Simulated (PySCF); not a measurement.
C₆H₁₂O₃, charge -1, doublet, at a GFN2-xTB geometry (a state made from the parent by changing its charge; the spin is typed, not shown lowest) (in this run its highest filled SCF level lies above zero, so its values depend strongly on the basis, on diffuse functions most of all); MP2/STO-3G (PySCF).

Input for PySCF:
```python
from pyscf import gto, scf, mp

mol = gto.Mole()
mol.atom = '''
    C     3.028377    1.258659   -0.055675
    O     2.296406    0.084326    0.120226
    C     0.938074    0.239406   -0.272443
    C     0.076352   -0.941511    0.206976
    C     0.648906   -2.272250   -0.280821
    O    -1.221782   -0.806294   -0.259922
    C    -2.021407    0.297738    0.384839
    C    -2.893696    0.882739   -0.721171
    O    -1.426449    1.051321    1.240708
    H     2.603119    2.087802    0.526442
    H     3.056483    1.563311   -1.113630
    H     4.045992    1.060455    0.285824
    H     0.874700    0.318777   -1.370153
    H     0.503123    1.141184    0.176828
    H     0.085055   -0.914378    1.311283
    H     0.059234   -3.096041    0.114965
    H     0.608477   -2.307011   -1.367940
    H     1.681322   -2.365734    0.046464
    H    -2.325462    1.475541   -1.460128
    H    -3.641556    1.536846   -0.271834
    H    -3.395516    0.075743   -1.256453
'''
mol.basis = 'sto-3g'
mol.charge = -1
mol.spin = 1
mol.verbose = 4
mol.build()

mf = scf.UHF(mol)
mf.kernel()

pt = mp.MP2(mf)
pt.kernel()
print('E(MP2) = %.10f' % pt.e_tot)
```

**Question.** Write the output that PySCF gives for this input, abridged.

**Answer.** 
```
PySCF version 2.14.0

[INPUT] verbose = 4
[INPUT] num. atoms = 21
[INPUT] num. electrons = 73
[INPUT] charge = -1
[INPUT] spin (= nelec alpha-beta = 2S) = 1
[INPUT] symmetry False subgroup None
[INPUT] Mole.unit = angstrom
[INPUT] Symbol           X                Y                Z      unit          X                Y                Z       unit  Magmom
[...]
nuclear repulsion = 480.914159505903
number of shells = 39
number of NR pGTOs = 171
number of NR cGTOs = 57
basis = sto-3g
ecp = {}

******** <class 'pyscf.scf.uhf.UHF'> ********
method = UHF
initial guess = minao
damping factor = 0
level_shift factor = 0
DIIS = <class 'pyscf.scf.diis.CDIIS'>
diis_start_cycle = 1
diis_space = 8
diis_damp = 0
SCF conv_tol = 1e-09
SCF conv_tol_grad = None
SCF max_cycles = 50
direct_scf = True
direct_scf_tol = 1e-13
number electrons alpha = 37  beta = 36
Set gradient conv threshold to 3.16228e-05
init E= -454.338667459659

cycle= 1 E= -452.491747994749  delta_E= 1.85  |g|= 0.541  |ddm|=    4
cycle= 2 E= -452.711082653007  delta_E= -0.219  |g|= 0.194  |ddm|= 0.976
cycle= 3 E= -452.735390885236  delta_E= -0.0243  |g|= 0.0522  |ddm|= 0.289
cycle= 4 E= -452.739629278858  delta_E= -0.00424  |g|= 0.0267  |ddm|= 0.124
cycle= 5 E= -452.740923096777  delta_E= -0.00129  |g|= 0.0171  |ddm|= 0.0619
cycle= 6 E= -452.7421341765  delta_E= -0.00121  |g|= 0.0114  |ddm|= 0.0813
cycle= 7 E= -452.742849988257  delta_E= -0.000716  |g|= 0.00468  |ddm|= 0.0909
cycle= 8 E= -452.742948334698  delta_E= -9.83e-05  |g|= 0.00181  |ddm|= 0.0357
cycle= 9 E= -452.74295845818  delta_E= -1.01e-05  |g|= 0.000861  |ddm|= 0.00891
cycle= 10 E= -452.742960913527  delta_E= -2.46e-06  |g|= 0.000341  |ddm|= 0.0045
cycle= 11 E= -452.742961301854  delta_E= -3.88e-07  |g|= 0.000134  |ddm|= 0.00185
cycle= 12 E= -452.742961355425  delta_E= -5.36e-08  |g|= 5.85e-05  |ddm|= 0.000611
cycle= 13 E= -452.742961366251  delta_E= -1.08e-08  |g|= 3.23e-05  |ddm|= 0.000296
cycle= 14 E= -452.742961370402  delta_E= -4.15e-09  |g|= 1.82e-05  |ddm|= 0.000165
cycle= 15 E= -452.74296137203  delta_E= -1.63e-09  |g|= 9.48e-06  |ddm|= 0.00013
cycle= 16 E= -452.742961372468  delta_E= -4.38e-10  |g|= 3.95e-06  |ddm|= 6.36e-05
Extra cycle  E= -452.7429613725  delta_E= -3.19e-11  |g|= 2.87e-06  |ddm|= 8.98e-06
converged SCF energy = -452.7429613725  <S^2> = 0.75838897  2S+1 = 2.0083714

******** <class 'pyscf.mp.ump2.UMP2'> ********
nocc = (np.int64(37), np.int64(36)), nmo = (57, 57)
E(UMP2) = -453.14523456856  E_corr = -0.402273196060511
E(SCS-UMP2) = -453.174445698579  E_corr = -0.431484326079517
E_corr(same-spin) = -0.0591271259920339
E_corr(oppo-spin) = -0.343146070068477
E(MP2) = -453.1452345686
```
